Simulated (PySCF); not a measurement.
PySCF input for Mg(I)(NH2) (H₂IMgN), SMILES [Mg]([NH2])[I], TDA-ωB97X/def2-SVPD. The structure is a stationary point at PBE0-D3(BJ)/def2-TZVP. The def2 effective core potentials stand for the cores of I; spin–orbit coupling is left out. The values are those of a single conformer.

```python
import numpy as np
from pyscf import gto, scf, dft, tdscf

mol = gto.M(
    atom='''
    Mg   -0.00000000    0.00000000   -1.57675910
    I     0.00000000   -0.00000000    0.96560421
    N     0.00000000   -0.00000000   -3.45136389
    H     0.00000000   -0.81314845   -4.04818342
    H     0.00000000    0.81314846   -4.04818342
    ''',
    basis='def2-SVPD',
    ecp={'I': 'def2-svp'},
    charge=0,
    spin=0,
    symmetry=True,
    max_memory=1600,
    verbose=4,
)
mf = dft.RKS(mol, xc='wb97x').density_fit(auxbasis='def2-universal-jkfit')
mf.grids.level = 3
mf.conv_tol = 1e-9
mf.max_cycle = 100
mf.kernel()
mf.grids = dft.Grids(mol).set(level=1).build(with_non0tab=True)  # coarser grid for the response kernel
td = tdscf.TDA(mf)
td.singlet = True
td.nstates = 10
td.conv_tol = 1e-4
td.kernel(x0=td.get_init_guess(mf, 15))
td.analyze()
tt = tdscf.TDA(mf)
tt.singlet = False
tt.nstates = 4
tt.conv_tol = 1e-4
tt.kernel(x0=tt.get_init_guess(mf, 9))
tt.analyze(verbose=3)
```

Output:

```
PySCF version 2.14.0

[INPUT] verbose = 4
[INPUT] num. atoms = 5
[INPUT] num. electrons = 46
[INPUT] charge = 0
[INPUT] spin (= nelec alpha-beta = 2S) = 0
[INPUT] symmetry True subgroup None
[INPUT] Mole.unit = angstrom
[INPUT] Symbol           X                Y                Z      unit          X                Y                Z       unit  Magmom
[INPUT]  1 Mg     0.000000000000   0.000000000000  -1.576759100000 AA    0.000000000000   0.000000000000  -2.979642863416 Bohr   0.0
[INPUT]  2 I      0.000000000000   0.000000000000   0.965604210000 AA    0.000000000000   0.000000000000   1.824727501627 Bohr   0.0
[INPUT]  3 N      0.000000000000   0.000000000000  -3.451363890000 AA    0.000000000000   0.000000000000  -6.522132508313 Bohr   0.0
[INPUT]  4 H      0.000000000000  -0.813148450000  -4.048183420000 AA    0.000000000000  -1.536627869115  -7.649957965805 Bohr   0.0
[INPUT]  5 H      0.000000000000   0.813148460000  -4.048183420000 AA    0.000000000000   1.536627888012  -7.649957965805 Bohr   0.0

nuclear repulsion = 124.88204766927
point group symmetry = C2v
symmetry origin: [ 0.00000000e+00  2.55368396e-10 -3.57515756e-09]
symmetry axis x: [1. 0. 0.]
symmetry axis y: [0.00000000e+00 1.00000000e+00 2.08575363e-10]
symmetry axis z: [ 0.00000000e+00 -2.08575363e-10  1.00000000e+00]
num. orbitals of irrep A1 = 42
num. orbitals of irrep A2 = 8
num. orbitals of irrep B1 = 19
num. orbitals of irrep B2 = 23
number of shells = 38
number of NR pGTOs = 159
number of NR cGTOs = 92
basis = def2-SVPD
ecp = {'I': 'def2-svp'}


[settings echo left out]
init E= -522.137472095676
HOMO (B1) = -0.516133517664744  LUMO (A1) = -0.513015947120977  gap/eV = 0.08483
cycle= 1 E= -552.420873595956  delta_E= -30.3  |g|= 2.74  |ddm|= 9.09
HOMO (B1) = -0.0318887867406006  LUMO (A1) = 0.0221064533606448  gap/eV = 1.46929
cycle= 2 E= -552.903494527572  delta_E= -0.483  |g|= 1.88  |ddm|= 7.41
HOMO (B1) = -0.284901049314748  LUMO (A1) = -0.00524966195928631  gap/eV = 7.60970
cycle= 3 E= -553.714569422342  delta_E= -0.811  |g|= 0.292  |ddm|= 2.68
HOMO (B1) = -0.347367045312481  LUMO (A1) = -0.00068258156544232  gap/eV = 9.43376
cycle= 4 E= -553.743827539417  delta_E= -0.0293  |g|= 0.104  |ddm|= 0.649
HOMO (B1) = -0.329753458053584  LUMO (A1) = 0.0109716436399242  gap/eV = 9.27160
cycle= 5 E= -553.746473270308  delta_E= -0.00265  |g|= 0.0461  |ddm|= 0.17
HOMO (B1) = -0.339490451718254  LUMO (A1) = 0.0114102159540755  gap/eV = 9.54849
cycle= 6 E= -553.747054161493  delta_E= -0.000581  |g|= 0.00888  |ddm|= 0.0709
HOMO (B1) = -0.338180696032406  LUMO (A1) = 0.0112049793474408  gap/eV = 9.50727
cycle= 7 E= -553.747105777259  delta_E= -5.16e-05  |g|= 0.00233  |ddm|= 0.0282
HOMO (B1) = -0.337873543738527  LUMO (A1) = 0.0115452873616051  gap/eV = 9.50817
cycle= 8 E= -553.747111763918  delta_E= -5.99e-06  |g|= 0.000499  |ddm|= 0.013
HOMO (B1) = -0.337939614844291  LUMO (A1) = 0.0115098659585494  gap/eV = 9.50900
cycle= 9 E= -553.747112049975  delta_E= -2.86e-07  |g|= 0.000123  |ddm|= 0.00249
HOMO (B1) = -0.337918723844979  LUMO (A1) = 0.01149981588294  gap/eV = 9.50816
cycle= 10 E= -553.747112068163  delta_E= -1.82e-08  |g|= 3.21e-05  |ddm|= 0.000551
HOMO (B1) = -0.337922429718296  LUMO (A1) = 0.0114969170177818  gap/eV = 9.50818
cycle= 11 E= -553.747112069189  delta_E= -1.03e-09  |g|= 6.76e-06  |ddm|= 0.00013
HOMO (B1) = -0.337923136333366  LUMO (A1) = 0.01149638014607  gap/eV = 9.50819
cycle= 12 E= -553.747112069225  delta_E= -3.68e-11  |g|= 1.75e-06  |ddm|= 2.26e-05
HOMO (B1) = -0.337923335087892  LUMO (A1) = 0.0114963841526944  gap/eV = 9.50819
Extra cycle  E= -553.747112069228  delta_E= -2.5e-12  |g|= 7.48e-07  |ddm|= 6.35e-06
converged SCF energy = -553.747112069228
tot grids = 24328


******** <class 'pyscf.tdscf.rks.TDA'> for <class 'pyscf.df.df_jk.DFSymAdaptedRKS'> ********
nstates = 10 singlet
deg_eia_thresh = 1.000e-03
wfnsym = None
conv_tol = 0.0001
eigh lindep = 1e-12
eigh level_shift = 0
eigh max_cycle = 100


Excitation energies (eV)
[4.55399501 5.43571942 5.45579363 5.56683459 6.415099   6.43648201
 6.49226851 6.69472367 6.70736169 6.76561696]

** Singlet excitation energies and oscillator strengths **
Excited State   1:   B1      4.55400 eV    272.25 nm  f=0.0439
      23 -> 24       -0.67597
      23 -> 27       -0.13192
Excited State   2:   B2      5.43572 eV    228.09 nm  f=0.0712
      22 -> 24       -0.67972
      22 -> 33       -0.12815
Excited State   3:   B1      5.45579 eV    227.25 nm  f=0.0931
      21 -> 24        0.67623
      21 -> 33        0.12320
Excited State   4:   A2      5.56683 eV    222.72 nm  f=0.0000
      23 -> 25        0.63774
      23 -> 29        0.25013
      23 -> 38        0.11355
Excited State   5:   A2      6.41510 eV    193.27 nm  f=0.0000
      21 -> 25        0.62239
      21 -> 29        0.28173
      21 -> 31        0.10064
Excited State   6:   A1      6.43648 eV    192.63 nm  f=0.0008
      20 -> 24        0.36051
      23 -> 26        0.53402
      23 -> 30        0.19641
Excited State   7:   A1      6.49227 eV    190.97 nm  f=0.0044
      20 -> 24        0.18675
      21 -> 26       -0.19695
      21 -> 30       -0.11794
      22 -> 25        0.54363
      22 -> 29        0.23289
      23 -> 26       -0.17227
Excited State   8:   B1      6.69472 eV    185.20 nm  f=0.0241
      23 -> 27        0.52994
      23 -> 28        0.31569
      23 -> 33       -0.21682
      23 -> 37        0.17756
Excited State   9:   A2      6.70736 eV    184.85 nm  f=0.0000
      22 -> 26        0.60179
      22 -> 30        0.32493
      22 -> 32        0.14156
Excited State  10:   A1      6.76562 eV    183.26 nm  f=0.1474
      20 -> 24       -0.38131
      21 -> 26       -0.43282
      21 -> 30       -0.19541
      21 -> 32       -0.10499
      23 -> 26        0.27616

** Transition electric dipole moments (AU) **
state          X           Y           Z        Dip. S.      Osc.
  1         0.6273     -0.0000     -0.0000      0.3935      0.0439
  2         0.0000     -0.7311      0.0000      0.5345      0.0712
  3         0.8345      0.0000     -0.0000      0.6964      0.0931
  4         0.0000     -0.0000      0.0000      0.0000      0.0000
  5         0.0000     -0.0000      0.0000      0.0000      0.0000
  6         0.0000      0.0000     -0.0703      0.0049      0.0008
  7        -0.0000     -0.0000      0.1666      0.0278      0.0044
  8        -0.3837      0.0000      0.0000      0.1472      0.0241
  9         0.0000     -0.0000     -0.0000      0.0000      0.0000
 10         0.0000      0.0000     -0.9430      0.8892      0.1474

WARN: ECP detected. Skipping calculation of transition velocity and magnetic dipole moments, which have not yet been implemented.



******** <class 'pyscf.tdscf.rks.TDA'> for <class 'pyscf.df.df_jk.DFSymAdaptedRKS'> ********
nstates = 4 triplet
deg_eia_thresh = 1.000e-03
wfnsym = None
conv_tol = 0.0001
eigh lindep = 1e-12
eigh level_shift = 0
eigh max_cycle = 100


Excitation energies (eV)
[4.38205701 5.28642678 5.29181069 5.6609284 ]

** Triplet excitation energies and oscillator strengths **
Excited State   1:   B1      4.38206 eV    282.94 nm  f=0.0000
Excited State   2:   B2      5.28643 eV    234.53 nm  f=0.0000
Excited State   3:   B1      5.29181 eV    234.29 nm  f=0.0000
Excited State   4:   A2      5.66093 eV    219.02 nm  f=0.0000
```

The calculation finished and met its thresholds.

Cost: very roughly 40 core-seconds.
